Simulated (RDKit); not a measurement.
A run for RDKit: UFF on CH5BSe (SMILES CB[SeH]), a point of a torsion scan.

```python
from rdkit import Chem
from rdkit.Chem import AllChem, rdDetermineBonds

blocks = [
'''8

C    -0.90929750   -0.20832341    0.15748440
B     0.31559193    0.75303797   -0.05357413
Se    2.10780821    0.20936705    0.18327250
H    -1.51831838   -0.25747123   -0.74499462
H    -0.64208683   -1.22783564    0.43257994
H    -1.56806816    0.18086106    0.93394878
H     0.15803261    1.86951454   -0.37173768
H     1.88316878   -1.16894669    0.55821917
''',
]
mol = None
for b in blocks:
    f = Chem.MolFromXYZBlock(b)
    rdDetermineBonds.DetermineBonds(f, charge=0)
    mol = f if mol is None else Chem.CombineMols(mol, f)
Chem.SanitizeMol(mol)
print(Chem.MolToSmiles(Chem.RemoveHs(mol)))
ff = AllChem.UFFGetMoleculeForceField(mol, vdwThresh=100.0, ignoreInterfragInteractions=False)
e = ff.CalcEnergy()
print(f'UFF energy {e:.6f} kcal/mol')
```

Output:

```
CB[SeH]
UFF energy 12.430607 kcal/mol
```

The run finished.

Cost: about 0.010 core-seconds (a rough figure).
